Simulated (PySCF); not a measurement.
## Unknown compound

Molecular formula: C7H8. Simulated spectra:

$^{1}$H NMR (500 MHz, computed): δ 7.53 (m, 2H), 7.47 (m, 2H), 7.42 (m, 1H), 2.45 (s, 3H).

$^{13}$C{$^{1}$H} NMR (computed): δ 146.0 (C), 135.7 (CH), 135.1 (CH), 131.8 (CH), 24.5 (CH3).

All values are calculated (PySCF 2.14): shieldings: GIAO B97-2/pcSseg-2, geometry: PBE0-D3(BJ)/def2-TZVP. Gas phase, non-relativistic Hamiltonian, rapidly exchanging positions averaged, a single conformation.

δ = σ(ref) − σ, references computed at the same level: $^{1}$H, $^{13}$C against TMS.

Q: What is the structure?

A: 
1. Rings plus π bonds: 4 (1 ring in the answer).
2. 5 carbon signals for 7 carbons: some carbons are equivalent by symmetry or fast rotation.
3. Carbon types of the structure: 1 × C, 5 × CH, 1 × CH3, which accounts for all hydrogens.
4. δC 146.0: substituted aromatic carbon.
5. δC 135.7, 135.1, 131.8: aromatic CH; the aromatic region.
6. δC 24.5: methyl carbon on an aromatic ring; saturated and bonded to C and H only.
7. δH 7.53, 7.47, 7.42: hydrogen on an aromatic CH; aromatic region.
8. δH 2.45: hydrogen on a methyl carbon on an aromatic ring; benzylic-type position, deshielded by the ring.

The compound is SMILES Cc1ccccc1.

The shifts were computed for this structure.

Shifts are as computed. Against solution values, carbons near 30 ppm lie about +3 ppm off and those near 130 ppm about +7 ppm. Of 1309 compounds with measured shifts, 239 miss one by over three times the rms of a fit or turn the order of signals round; such compounds aren't used in these exercises. Multiplicities follow the n + 1 count of equivalent neighbours, as no J values were calculated; m marks all less simple cases, F and P coupling included.
